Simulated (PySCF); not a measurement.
**As: electron affinity**

As⁻ [Ar] 3d10 4s2 4p4 (3P) → As [Ar] 3d10 4s2 4p3 (4S), as a difference of total energies. Calculation: PySCF 2.14, in aug-cc-pVTZ-PP with ECP10MDF (6s5p4d2f, 55 functions); a scalar-relativistic core potential. Correlated levels: valence: 3s2 3p6 3d10 frozen. The calculations carry no spin-orbit coupling.

```csv
method,electron affinity (eV)
UHF,-0.299
MP2 (valence),0.453
SCS-MP2 (valence),0.513
CCSD (valence),0.545
CCSD(T) (valence),0.607
```

The reference lies between the lowest fine-structure levels, while these numbers refer to the centres of the terms.

Errors of the correlated levels include the incompleteness of this basis and the frozen core.

A negative affinity means that the anion lies above the atom at that level of theory.

For comparison: 0.804 eV (measured; photodetachment measurements, as compiled on the Wikipedia data page of electron affinities).
